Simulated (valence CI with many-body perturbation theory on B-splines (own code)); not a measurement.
The numbers below are computed, except where a source is named.
**Au LXVI: magnetic and hyperfine properties of the levels**

Method: valence CI with perturbative core correlation (CI+MBPT): four valence electrons over a frozen Dirac-Fock core [Ne], a basis of 11 s, 11 p, 10 d, 8 f, 5 g, 2 h functions for each j, with the one-electron correlation potential Σ1, the two-electron term Σ2, the three-electron term Σ3, Breit, model QED; selected CI, second order for the rest, scaled by the run's own slope (own B-spline code, finite nucleus).

No measured spectrum was set against this ion. As an estimate, large intervals hold to a few tenths of a per cent, small ones and those within an open d or f shell to about a per cent. Among the levels kept, up to 590 cm⁻¹ of a level comes from second order outside the variational space, and about a tenth of that is noise between levels of different J, which matters for small intervals.

A/g_I is the dipole constant over the nuclear g factor μ/I (μ in nuclear magnetons, uniformly magnetised nucleus), B/Q the quadrupole constant per barn. Both hold the static response of the core; the bare values leave it out. Large factors of s and p1/2 electrons are usually good to 5 to 10 %; those of open d and f shells near neutrality can be off by tens of per cent, and small factors of p3/2, d and f electrons come from cancelling terms and can be off by a factor of two or in sign, in half-filled shells by more. B is blank for J = 1/2, where it vanishes, and for nearly pure S terms. Energies count from the lowest level. Levels with J = 0 are left out.

Levels are named by their leading jj configuration (3d3/2^4 stands for four electrons in 3d with j = 3/2), which in mixed levels can hold well under half, so a name can repeat and another be missing. Letters in brackets count levels of one name in rising energy.

```csv
Level,E (eV),g,A/g_I (MHz),A/g_I bare,B/Q (MHz/b),B/Q bare
(3s^2 3p1/2 3p3/2) J=1,479.7,1.487,-322000,-312000,276000,272000
(3s^2 3p1/2 3p3/2) J=2,489.6,1.157,863000,851000,518000,512000
(3s 3p1/2^2 3p3/2) J=2,667.7,1.511,2120000,2080000,520000,513000
(3s 3p1/2^2 3p3/2) J=1,696.9,1.048,-1410000,-1370000,274000,271000
(3s^2 3p1/2 3d3/2) J=2,718.8,0.751,776000,768000,112000,114000
(3s^2 3p1/2 3d3/2) J=1,767.9,0.883,-702000,-682000,92700,93100
(3s^2 3p1/2 3d5/2) J=2,850.5,1.280,-323000,-312000,82900,84900
(3s^2 3p1/2 3d5/2) J=3,852.0,1.100,489000,484000,89000,91800
(3s 3p1/2^2 3d3/2) J=1,911.6,0.448,-1770000,-1730000,47100,48400
(3s 3p1/2^2 3d3/2) J=2,919.7,1.117,2040000,2000000,91000,93400
(3s^2 3p3/2^2) J=2,977.2,1.311,277000,276000,32500,32100
(3s 3p1/2^2 3d5/2) J=3,1038.0,1.337,1350000,1330000,87000,89800
(3s 3p1/2^2 3d5/2) J=2,1053.2,1.028,-1210000,-1180000,67700,70300
(3s 3p1/2 3p3/2^2) J=2 [a],1136.8,1.527,1340000,1320000,94400,93200
(3s 3p1/2 3p3/2^2) J=3,1157.4,1.309,1850000,1820000,23600,23500
(3s 3p1/2 3p3/2^2) J=2 [b],1185.0,1.084,210000,211000,-23500,-23000
(3s 3p1/2 3p3/2^2) J=1 [a],1185.9,1.266,1450000,1430000,-374000,-370000
(3s 3p1/2 3p3/2^2) J=1 [b],1198.5,1.333,1370000,1350000,298000,294000
(3s^2 3p3/2 3d3/2) J=3,1238.9,1.075,260000,261000,608000,604000
(3s^2 3p3/2 3d3/2) J=2,1245.2,1.056,15900,21300,-38100,-37600
(3s^2 3p3/2 3d3/2) J=1,1245.4,1.115,332000,331000,-271000,-269000
(3s^2 3p3/2 3d5/2) J=4,1322.9,1.235,139000,140000,671000,667000
(3s^2 3p3/2 3d5/2) J=2,1334.0,1.221,93800,96800,-356000,-351000
(3s^2 3p3/2 3d5/2) J=3,1357.7,1.202,155000,156000,-22000,-19200
(3s 3p1/2 3p3/2 3d3/2) J=2 [a],1359.9,1.152,529000,525000,-14700,-14400
(3s^2 3p3/2 3d5/2) J=1,1369.2,1.071,-40200,-34700,90100,90200
(3s 3p1/2 3p3/2 3d3/2) J=1 [a],1369.8,1.121,760000,751000,-251000,-250000
(3s 3p1/2 3p3/2 3d3/2) J=3 [a],1375.9,1.123,1200000,1180000,183000,183000
(3p1/2^2 3p3/2^2) J=2,1382.9,1.197,707000,699000,-48400,-48500
(3s 3p1/2 3p3/2 3d3/2) J=4,1394.7,1.148,1450000,1420000,537000,534000
(3s 3p1/2 3p3/2 3d3/2) J=2 [b],1409.6,0.909,898000,885000,-185000,-182000
(3s 3p1/2 3p3/2 3d3/2) J=3 [b],1417.3,1.242,1230000,1220000,473000,468000
(3s 3p1/2 3p3/2 3d3/2) J=1 [b],1422.1,1.665,3030000,2970000,187000,185000
(3s 3p1/2 3p3/2 3d3/2) J=2 [c],1425.3,1.354,1280000,1260000,179000,175000
```

Q: Take the isotope of mass number 197, with I = 3/2, μ = 0.1452 μN and Q = 0.547 b. What is the hyperfine structure of (3s 3p1/2^2 3p3/2) J=1?

A: From the table A = -136000 MHz, B = 150000 MHz. Shifts from the centre of gravity in MHz: F = 1/2: 528000, F = 3/2: -14000, F = 5/2: -166000.
